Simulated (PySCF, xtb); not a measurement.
BHO, SMILES O=B.

Harmonic wavenumbers (cm⁻¹) from GFN2-xTB run with xtb 6.7.1 at its own minimum, in rising order: 708, 708, 1999, 2892.

What does PBE-D3(BJ)/def2-TZVPD (PySCF) give at its own minimum? (An estimate is asked for; the answer gives what the named calculation found.)

743, 743, 1807, 2830. Paired by order, the mean absolute difference is 81 cm⁻¹ and the zero-point energies are 9.0 and 8.8 kcal/mol.
